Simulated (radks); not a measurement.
The numbers below are computed, except where a source is named.
Question: All-electron atom: Ta48+ in [Ar] 3d7. Level of theory: Dirac Kohn-Sham, relativistic LDA (MacDonald-Vosko exchange, VWN5 correlation), spin-unpolarised, spherical densities, finite nucleus; open shells fill j = l - 1/2 first; Fermi nuclear charge, rms radius 5.3507 fm (a radial shooting solver on a logarithmic mesh with Libxc functionals). Some entries of the table are withheld. Estimate them.

orbital,occ.,eigenvalue (eV),<r> (bohr)
1s1/2,2,-69552.89,(1)
2s1/2,2,-14181.33,0.07834
2p1/2,2,-13702.74,0.06483
2p3/2,4,-12438.59,0.07253
3s1/2,2,-5100.949,0.1979
3p1/2,2,(2),0.1871
3p3/2,4,(3),0.1998
3d3/2,4,-4276.989,0.1732
3d5/2,3,-4209.628,0.1771

Answer: 
(1) 1s1/2 <r> (bohr): 0.01875
(2) 3p1/2 eigenvalue (eV): -4898.486
(3) 3p3/2 eigenvalue (eV): -4601.194
